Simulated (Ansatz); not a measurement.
Cl₂OTa, sextet, geometry from GFN2-xTB of the parent state (such geometries of metal compounds can be far from the true shape) (the multiplicity is a formal guess) (core potentials on Ta); Ansatz (a program for electronic structure) with PBE/def2-SV(P).

The Ansatz input:
Ansatz 0.2 input:
```yaml
crystal:
  periodic: [false, false, false]
  atoms:
    - {symbol: Ta, position_ang: [-0.16574154, -0.14786871, -0.03004615]}
    - {symbol: O, position_ang: [-1.42197494, -1.26863555, -0.25778010]}
    - {symbol: Cl, position_ang: [-0.33742720, 1.93896960, -0.71580246]}
    - {symbol: Cl, position_ang: [1.71830554, -0.70699898, 0.96613244]}
basis:
  gaussian:
    orbitals: def2-SV_P_.json
hamiltonian:
  xc: pbe
magnetization: {spin_polarized: true, initial_magnetization: 5}
```
The basis file holds def2-SV(P) in the JSON format of the Basis Set Exchange.

Question: Write the output that Ansatz gives for this input, abridged.

Answer: 
```
Functional definition: PBE
824 factors; their error is unknown
mean field evaluation 1: about -28595.6496 eV, gradient 6.0e1 eV
mean field evaluation 2: about -28334.3739 eV, gradient 1.6e2 eV
mean field evaluation 4: about -28615.2609 eV, gradient 1.2e1 eV
mean field evaluation 8: about -28615.5262 eV, gradient 6.8e0 eV
mean field evaluation 16: about -28615.8121 eV, gradient 7.2e-2 eV
mean field evaluation 32: about -28615.8878 eV, gradient 3.8e-3 eV
mean field evaluation 64: about -28615.2923 eV, gradient 3.1e-1 eV
mean field evaluation 96: about -28615.7495 eV, gradient 8.6e-6 eV
mean field evaluation 128: about -28615.6688 eV, gradient 2.0e0 eV
mean field evaluation 160: about -28615.8684 eV, gradient 1.1e-1 eV
mean field evaluation 192: about -28615.2812 eV, gradient 2.5e0 eV
mean field -28615.88775136 eV, -1051.6144783169 hartree, gradient 2.1e-6 eV, S^2 8.755488; 12 other end points of the search recorded, 0 dependent functions left out
reference -28615.88780581 eV, -1051.6144803181 hartree; 30, 25 occupied and 45, 50 virtual orbitals, 824 factors
Total energy: -28615.88780581 eV, -1051.6144803181 hartree
```
